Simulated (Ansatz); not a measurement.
A structure relaxed at r2SCAN-D4/def2-SVP in Ansatz, charge 0, singlet:

```csv
atom,x (Å),y (Å),z (Å)
Al1,-0.859,-0.435,-1.761
Al2,0.187,-1.453,1.367
Al3,-0.015,1.900,0.637
N4,-0.144,1.313,-1.230
N5,0.839,0.388,1.549
N6,0.038,-1.712,-0.572
H7,-0.309,-0.724,-3.238
H8,-2.417,-0.457,-1.431
H9,1.369,-2.413,1.869
H10,-1.274,-1.530,1.996
H11,1.037,3.109,0.666
H12,-1.490,2.063,1.214
H13,0.750,1.478,-1.706
H14,-0.773,1.995,-1.673
H15,1.853,0.415,1.396
H16,0.748,0.600,2.551
H17,0.957,-1.954,-0.958
H18,-0.497,-2.584,-0.677
```

Problem. Give its formula and point group.

Solution. Al3N3H12, a cluster cut from zinc blende AlN (hydrogen-capped). Point group C3v (tolerance 0.1 Å).

Problem. Summarise the bond lengths by kind (pairs closer than 1.2 times the sum of covalent radii, bridged metal pairs left out).

Solution. 6 × Al–N 1.96 Å; 6 × Al–H 1.59 to 1.60 Å; 6 × H–N 1.03 Å.
